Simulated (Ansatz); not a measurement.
H$_{3}$HfO$_{3}$, doublet, geometry from GFN2-xTB (such geometries of metal compounds can be far from the true shape) (the multiplicity is a formal guess) (core potentials on Hf); HF/def2-SVPD (Ansatz, a quantum-chemistry and plane-wave program).

Here is a job for Ansatz.
Ansatz 0.2 input:
```yaml
crystal:
  periodic: [false, false, false]
  atoms:
    - {symbol: Hf, position_ang: [0.02003494, -0.04142502, 0.04666408]}
    - {symbol: O, position_ang: [1.50219233, -0.12177492, -1.07532677]}
    - {symbol: H, position_ang: [1.50657928, 0.40421577, -1.88523804]}
    - {symbol: O, position_ang: [-0.47977780, -0.81968077, 1.65944460]}
    - {symbol: H, position_ang: [-1.34165278, -0.58759156, 2.02775851]}
    - {symbol: O, position_ang: [-1.11915871, 1.14542333, -0.81548044]}
    - {symbol: H, position_ang: [-0.83348867, 1.53423643, -1.65143302]}
basis:
  gaussian:
    orbitals: def2-SVPD
hamiltonian:
  xc: hf
magnetization: {spin_polarized: true, initial_magnetization: 1}
accuracy: high
```

Task: What does Ansatz print? Leave out banner, timings and long lists.

Result: 
```
Functional definition: HF
2541 factors; integrals over basis functions are off by at most 3.5e-9 eV
mean field evaluation 1: about -7441.0112 eV, gradient 4.7e1 eV
mean field evaluation 2: about -7441.0211 eV, gradient 4.7e1 eV
mean field evaluation 4: about -7449.3839 eV, gradient 2.6e0 eV
mean field evaluation 8: about -7449.6087 eV, gradient 1.5e-1 eV
mean field evaluation 16: about -7445.3958 eV, gradient 9.6e0 eV
mean field evaluation 32: about -7446.1533 eV, gradient 3.0e0 eV
mean field -7449.61071233 eV, -273.7681441508 hartree, gradient 6.5e-8 eV, S^2 0.755146; 0 other end points of the search recorded, 0 dependent functions left out
reference -7449.61071233 eV, -273.7681441508 hartree; 20, 19 occupied and 108, 109 virtual orbitals, 2541 factors
Total energy: -7449.61071233 eV, -273.7681441508 hartree
```
